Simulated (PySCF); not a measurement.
First SCF of a structure search on quintet CoO₂(OH), at a hand-made trigonal pyramidal (heavy-atom frame) geometry. PySCF input:

```python
from pyscf import gto, scf, dft
mol = gto.M(atom='''
Co     0.000000     0.000000     0.000000
O      1.412700     0.000000     0.751200
O     -0.706400     1.223400     0.751200
O     -0.768200    -1.330500     0.816900
H     -1.677500    -1.434600     1.106600''',
    basis={'Co': 'def2-TZVP', 'O': 'def2-TZVP', 'H': 'def2-TZVP'},
    charge=0, spin=4)
mf = dft.UKS(mol, xc='PBE0')
mf.grids.atom_grid = (50, 194)
aux = {'Co': 'def2-universal-JKFIT', 'O': 'def2-universal-JKFIT', 'H': 'def2-universal-JKFIT'}
mf = mf.density_fit(auxbasis=aux)
mf.conv_tol = 1e-08
mf.diis_space = 10
mf.max_cycle = 60
mf.init_guess = 'minao'
mf.verbose = 4
mf.kernel()
```

Excerpt of the output (cycles alone):

```
init E= -1607.64478066718
cycle= 1 E= -1591.68640335659  delta_E=   16  |g|= 5.71  |ddm|= 10.7
cycle= 2 E= -1521.60485417167  delta_E= 70.1  |g|= 16.4  |ddm|= 19.1
cycle= 3 E= -1578.88668303997  delta_E= -57.3  |g|=   11  |ddm|=  9.7
cycle= 4 E= -1588.39430183784  delta_E= -9.51  |g|= 8.86  |ddm|= 3.54
cycle= 5 E= -1589.65996794201  delta_E= -1.27  |g|= 7.97  |ddm|= 3.42
cycle= 6 E= -1597.79692257395  delta_E= -8.14  |g|= 6.54  |ddm|= 5.12
cycle= 7 E= -1598.66782995942  delta_E= -0.871  |g|= 5.59  |ddm|= 2.47
cycle= 8 E= -1600.15397373706  delta_E= -1.49  |g|=  5.1  |ddm|= 2.21
cycle= 9 E= -1603.12712918486  delta_E= -2.97  |g|= 4.29  |ddm|= 1.87
cycle= 10 E= -1605.43686801551  delta_E= -2.31  |g|= 3.38  |ddm|= 0.77
cycle= 11 E= -1606.44899144324  delta_E= -1.01  |g|= 2.92  |ddm|= 0.471
cycle= 12 E= -1592.51025566205  delta_E= 13.9  |g|= 5.61  |ddm|= 11.5
cycle= 13 E= -1604.94578134081  delta_E= -12.4  |g|= 3.81  |ddm|= 11.6
... 25 lines left out ...
cycle= 39 E= -1608.50862389523  delta_E= -2.89e-06  |g|= 0.000397  |ddm|= 0.00703
cycle= 40 E= -1608.50862491942  delta_E= -1.02e-06  |g|= 0.000267  |ddm|= 0.00383
cycle= 41 E= -1608.50862522157  delta_E= -3.02e-07  |g|= 0.000171  |ddm|= 0.00153
cycle= 42 E= -1608.50862532328  delta_E= -1.02e-07  |g|= 0.000118  |ddm|= 0.000898
cycle= 43 E= -1608.50862536023  delta_E= -3.69e-08  |g|= 7.31e-05  |ddm|= 0.000461
cycle= 44 E= -1608.50862538771  delta_E= -2.75e-08  |g|= 4.77e-05  |ddm|= 0.000504
cycle= 45 E= -1608.50862540264  delta_E= -1.49e-08  |g|= 3.04e-05  |ddm|= 0.000456
cycle= 46 E= -1608.50862540602  delta_E= -3.38e-09  |g|= 1.72e-05  |ddm|= 0.00015
Extra cycle  E= -1608.50862540624  delta_E= -2.19e-10  |g|= 3.66e-05  |ddm|= 4.57e-05
converged SCF energy = -1608.50862540624  <S^2> = 6.0512763  2S+1 = 5.0204686
```

No lower solution of this spin was found from smeared starts or by a stability analysis within the unrestricted form.

Open d and f shells are described by one determinant, and the ground state may have another occupation or spin.

The search for the lowest solution, 3 starts and the stability check together, took 21 s on 4 threads of a shared AMD EPYC 9R45 96-Core (Zen 5) host, with 144 basis functions; the process peaked at 0.66 GiB. Launch command: `OMP_NUM_THREADS=4 python axn.py task.json out`.
